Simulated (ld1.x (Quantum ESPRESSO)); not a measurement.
# Ti (Z = 22) TM: all-electron and pseudo phase curves

ld1.x (Quantum ESPRESSO) 7.5 input, shortened:

```
&input
   title='Ti', zed=22., rel=2, dft='PBE', iswitch=3,
   config='[Ar] 3d2 4s2 4p0', rel_dist='average'
 /
 &inputp
   pseudotype=2, tm=.true., lloc=1,
   nlcc=.true.
 /
3
4S  1  0   2.00   0.00  2.30  2.30  0.0
3D  3  2   2.00   0.00  1.90  1.90  0.0
4P  2  1   0.00   0.00  2.70  2.70  0.0
 &test
   configts(1)='3d2 4s2 4p0'
 /
```

Open shells are filled in proportion to 2j + 1 (rel_dist='average').

The phase is arctan(r·u′/u) with u = r·R(r), unwrapped; energies in Ry, scanned from -2 to 5 Ry. A pole is an energy at which the radial function vanishes at the test radius. The pseudo phase is shifted by a multiple of π to meet the all-electron one at the reference energy, and phase errors are pseudo minus all-electron; the curves can meet again beyond the range given. Levels narrower than the energy grid can be missing from the lists of poles.

| channel | radius (bohr) | reference energy (Ry) | poles, all-electron | poles, pseudo | unbroken range about the reference energy with phases within 0.05 rad | phase error 1 Ry above the reference energy (rad) |
| --- | --- | --- | --- | --- | --- | --- |
| s | 2.94 | -0.33 | 1.42 | 1.77 | below 1.9 | +0.026 |
| p1/2 | 2.94 | -0.11 | 2.20 | 1.72 | below 1.1 | -0.046 |
| p3/2 | 2.94 | -0.11 | 2.23 | 1.72 | below 0.3 | -0.059 |
| d3/2 | 2.94 | -0.32 | -0.14, 3.52 | -0.12 | below 0.2 | +0.137 |
| d5/2 | 2.94 | -0.31 | -0.13, 3.53 | -0.12 | below 0.2 | +0.137 |

Note: ghost state, extra bound levels that the all-electron valence spectrum of the same l lacks: s at -69.9 eV. A true bound ghost makes a file unfit for plane-wave use.

Phases in the p1/2 channel:

| E (Ry) | all-electron | pseudo |
| --- | --- | --- |
| -2.00 | 1.319 | 1.307 |
| -1.76 | 1.297 | 1.287 |
| -1.52 | 1.272 | 1.263 |
| -1.28 | 1.239 | 1.232 |
| -1.04 | 1.197 | 1.191 |
| -0.80 | 1.139 | 1.135 |
| -0.56 | 1.052 | 1.051 |
| -0.32 | 0.910 | 0.915 |
| -0.08 | 0.652 | 0.665 |
| 0.16 | 0.156 | 0.171 |
| 0.40 | -0.511 | -0.527 |
| 0.64 | -0.964 | -1.003 |
| 0.88 | -1.200 | -1.246 |
| 1.12 | -1.333 | -1.384 |
| 1.36 | -1.417 | -1.474 |
| 1.60 | -1.475 | -1.542 |
| 1.84 | -1.519 | -1.599 |
| 2.08 | -1.555 | -1.654 |
| 2.32 | -1.586 | -1.716 |
| 2.56 | -1.614 | -1.796 |
| 2.80 | -1.640 | -1.924 |
| 3.04 | -1.667 | -2.189 |
| 3.28 | -1.695 | -2.912 |
| 3.52 | -1.727 | -3.884 |
| 3.76 | -1.766 | -4.273 |
| 4.00 | -1.815 | -4.433 |
| 4.24 | -1.882 | -4.518 |
| 4.48 | -1.986 | -4.572 |
| 4.72 | -2.166 | -4.611 |
| 4.96 | -2.530 | -4.641 |
